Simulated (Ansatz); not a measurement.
`C[S][Sn][O][SiH3]` and `C[O][Sn][S]C` differ in one atom or group.

Ansatz, PBE0-D4/def2-TZVP geometries, multiplicity 1. Each molecule was computed in one conformer, which needn't be the lowest.

Elements past krypton have def2 core potentials.

```tsv
property	`C[S][Sn][O][SiH3]`
LUMO energy (B3LYP/def2-TZVPP) / eV	-2.52
LUMO energy (PBE/def2-TZVPP) / eV	-2.95
size of the dipole moment (PBE/def2-TZVPP) / D	0.49
HOMO–LUMO gap (ωB97M-V/def2-TZVPP) / eV	8.44
HOMO–LUMO gap (B3LYP/def2-TZVPP) / eV	4.30
LUMO energy (ωB97M-V/def2-TZVPP) / eV	-0.63
```

Question: What does the change do to each property? (An estimate is asked.)

Answer: Computed: 
```csv
property,`C[O][Sn][S]C`,shift
LUMO energy (B3LYP/def2-TZVPP) / eV,-2.42,0.10
LUMO energy (PBE/def2-TZVPP) / eV,-2.84,0.11
size of the dipole moment (PBE/def2-TZVPP) / D,0.72,0.23
HOMO–LUMO gap (ωB97M-V/def2-TZVPP) / eV,8.27,-0.17
HOMO–LUMO gap (B3LYP/def2-TZVPP) / eV,4.12,-0.18
LUMO energy (ωB97M-V/def2-TZVPP) / eV,-0.52,0.11
```

With PBE0 the HOMO rises by 0.30 eV and the LUMO rises by 0.10 eV, so the gap narrows by about 0.20 eV. PBE moves the HOMO by 0.32 eV and ωB97M-V by 0.28 eV. Dipoles are sizes alone; their direction can turn.

B3LYP here is the variant with VWN-RPA as its local correlation; programs differ in this.
